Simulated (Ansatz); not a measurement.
A structure relaxed at PBE0-D4/def2-TZVP, charge 0, multiplicity 1:

```xyz
11

C     1.2917   -1.0390    0.3769
Si   -0.3586   -0.2163    0.4569
F    -1.1989   -0.9148    1.6161
C    -1.1556    0.6460   -0.9291
N    -0.6114    1.4330    0.2439
H     1.1853   -2.1163    0.2338
H     1.8742   -0.6314   -0.4512
H     1.8453   -0.8768    1.3051
H    -2.2311    0.7411   -1.0630
H    -0.6109    0.7372   -1.8702
H    -0.0300    2.2374    0.0809
```

**Question.** Give its formula and SMILES.

**Answer.** C2H6FNSi, `C[Si]1(F)CN1`.

**Question.** Summarise the bond lengths by kind.

**Answer.** 2 × C–Si 1.816 to 1.846 Å; 5 × C–H 1.088 to 1.093 Å; 1 × F–Si 1.593 Å; 1 × N–Si 1.682 Å; 1 × C–N 1.514 Å; 1 × H–N 1.006 Å.

Program: Ansatz 0.2.0.
